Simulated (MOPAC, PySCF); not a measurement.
Cl2Si, SMILES `Cl[Si]Cl` (lower singlet), neutral singlet in the gas phase. This singlet lies 2.33 eV below the relaxed triplet at the level composite: frozen-core CCSD(T) with HF/cc-pVQZ and the correlation energy extrapolated as X^-3 from cc-pVTZ and cc-pVQZ, plus CCSDT(Q) minus CCSD(T) in cc-pVDZ // PBE0-D3(BJ)/def2-TZVP (Ansatz).

Z-matrix (Å, degrees):
```
Si
Cl 1 2.0774
Cl 1 2.0774 2 101.32
```
Charge 0, multiplicity 1.

All levels are single points at this geometry (PBE0-D3(BJ)/def2-TZVP); Pople sets use spherical d functions. Orbital energies aren't observables, and empty levels follow the basis.

SVWN5/6-31G* in PySCF gives HOMO (eV) = -6.81.

Estimate the HOMO (eV) from each of these levels: PBE0-D3(BJ)/def2-TZVP in PySCF; B3LYP/3-21G in PySCF; B3LYP/6-31G* in PySCF; BP86/6-31G* in PySCF; AM1 in MOPAC.


| level | HOMO (eV) |
|---|---|
| PBE0-D3(BJ)/def2-TZVP in PySCF | -7.74 |
| B3LYP/3-21G in PySCF | -7.85 |
| B3LYP/6-31G* in PySCF | -7.62 |
| BP86/6-31G* in PySCF | -6.83 |
| AM1 in MOPAC | -8.82 |
